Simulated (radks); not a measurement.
Values are calculated unless marked as measured or tabulated.
Trend from La+ to Lu+: ionisation energy by Delta-SCF between NIST ground configurations, and size. Level of theory: scalar-relativistic Kohn-Sham, PBE, spin-polarised, spherical densities, finite nucleus; open shells are filled with parallel spins first (spin-orbit coupling, left out, can overturn this in heavy ions); Fermi nuclear charge, rms radius of each element as measured or else 0.836 A^(1/3) + 0.57 fm (a radial shooting solver on a logarithmic mesh with Libxc functionals).

[
 {"species": "La+", "configuration": "[Xe] 5d2", "IE (eV)": "11.218", "NIST (eV)": "11.185", "kind": "exp.", "-e(HOMO) (eV)": "7.620 (5d)"},
 {"species": "Ce+", "configuration": "[Xe] 4f1 5d2", "IE (eV)": "9.824", "NIST (eV)": "10.96", "kind": "semi-emp.", "-e(HOMO) (eV)": "7.699 (5d)"},
 {"species": "Pr+", "configuration": "[Xe] 4f3 6s1", "IE (eV)": "10.873", "NIST (eV)": "10.63", "kind": "semi-emp.", "-e(HOMO) (eV)": "7.701 (4f)"},
 {"species": "Nd+", "configuration": "[Xe] 4f4 6s1", "IE (eV)": "11.049", "NIST (eV)": "10.78", "kind": "semi-emp.", "-e(HOMO) (eV)": "8.513 (4f)"},
 {"species": "Pm+", "configuration": "[Xe] 4f5 6s1", "IE (eV)": "11.215", "NIST (eV)": "10.94", "kind": "semi-emp.", "-e(HOMO) (eV)": "8.683 (6s)"},
 {"species": "Sm+", "configuration": "[Xe] 4f6 6s1", "IE (eV)": "11.374", "NIST (eV)": "11.08", "kind": "semi-emp.", "-e(HOMO) (eV)": "8.801 (6s)"},
 {"species": "Eu+", "configuration": "[Xe] 4f7 6s1", "IE (eV)": "11.531", "NIST (eV)": "11.24", "kind": "semi-emp.", "-e(HOMO) (eV)": "8.916 (6s)"},
 {"species": "Gd+", "configuration": "[Xe] 4f7 5d1 6s1", "IE (eV)": "12.549", "NIST (eV)": "12.08", "kind": "semi-emp.", "-e(HOMO) (eV)": "9.031 (5d)"},
 {"species": "Tb+", "configuration": "[Xe] 4f9 6s1", "IE (eV)": "11.795", "NIST (eV)": "11.51", "kind": "semi-emp.", "-e(HOMO) (eV)": "7.121 (4f)"},
 {"species": "Dy+", "configuration": "[Xe] 4f10 6s1", "IE (eV)": "11.922", "NIST (eV)": "11.65", "kind": "semi-emp.", "-e(HOMO) (eV)": "7.775 (4f)"},
 {"species": "Ho+", "configuration": "[Xe] 4f11 6s1", "IE (eV)": "12.049", "NIST (eV)": "11.78", "kind": "semi-emp.", "-e(HOMO) (eV)": "8.348 (4f)"},
 {"species": "Er+", "configuration": "[Xe] 4f12 6s1", "IE (eV)": "12.177", "NIST (eV)": "11.92", "kind": "semi-emp.", "-e(HOMO) (eV)": "8.853 (4f)"},
 {"species": "Tm+", "configuration": "[Xe] 4f13 6s1", "IE (eV)": "12.306", "NIST (eV)": "12.07", "kind": "semi-emp.", "-e(HOMO) (eV)": "9.300 (4f)"},
 {"species": "Yb+", "configuration": "[Xe] 4f14 6s1", "IE (eV)": "12.438", "NIST (eV)": "12.179", "kind": "exp.", "-e(HOMO) (eV)": "9.625 (6s)"},
 {"species": "Lu+", "configuration": "[Xe] 4f14 6s2", "IE (eV)": "14.045", "NIST (eV)": "14.13", "kind": "semi-emp.", "-e(HOMO) (eV)": "11.049 (6s)"}
]

Reference values: NIST Atomic Spectra Database (exp. = measured, semi-emp. = semi-empirical, theory = theoretical value adopted there). Open shells are spherical and high-spin; term and fine-structure splittings are not resolved. Spin-orbit splitting is averaged out at the scalar-relativistic level.
